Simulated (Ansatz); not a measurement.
`B[SiH]([SiH3])[SiH3]` + H–F → `F[SiH3]` + `B[SiH2][SiH3]` at 298.15 K and 1 bar (cleavage of the Si–Si bond).

Calculated with Ansatz (gas phase, PBE0-D4/def2-TZVP geometries, no zero-point term in ΔE). CCSD(T)/CBS adds triple-zeta CCSD(T) − MP2 to the extrapolated MP2 energy (def2 sets, frozen cores). This one scheme is used for every species.

| species | CCSD(T)/CBS energy (Eh) | H − E (kJ/mol) | S (J/(mol·K)) |
| --- | --- | --- | --- |
| `B[SiH]([SiH3])[SiH3]` | -897.39506 | 234.0 | 400.8 |
| H–F | -100.39570 | 33.5 | 173.6 |
| `F[SiH3]` | -390.72345 | 82.7 | 238.5 |
| `B[SiH2][SiH3]` | -607.10947 | 181.2 | 332.5 |

H − E and S are ideal-gas, rigid-rotor, harmonic terms from PBE0-D4/def2-TZVP. 1 Eh = 2625.50 kJ/mol, R = 8.31446 J/(mol·K).

Problem. By hand: ΔE, ΔH, ΔS and ΔG.

Solution. ΔE = (-390.72345) + (-607.10947) − (-897.39506) − (-100.39570) = -0.04216 Eh = -110.7 kJ/mol. Δ(H − E) = 82.7 + 181.2 − 234.0 − 33.5 = -3.6, so ΔH = -114.3 kJ/mol. ΔS = 238.5 + 332.5 − 400.8 − 173.6 = -3.4 J/(mol·K). ΔG = -114.3 − 298.15 × (-3.4)/1000 = -113.3 kJ/mol.

Problem. By hand: the equilibrium constant, and the temperature at which ΔG would vanish if ΔH and ΔS stayed fixed.

Solution. log₁₀ K = −ΔG/(RT ln 10) = 19.8. ΔG = 0 at ΔH/ΔS = 33618 K, far beyond where these terms or the molecules hold.

The number of gas molecules stays the same, so ΔS is small and ΔH decides. A doubt of 5 kJ/mol in ΔE shifts log₁₀ K by 0.9 here. Modes under 60 cm⁻¹, often nearly free rotors, make the harmonic entropy too high. These are equilibria of isolated gas molecules and say nothing of rates. Largest T1 diagnostic: 0.015 (customary marks: 0.02 for closed shells, 0.045 for open ones).
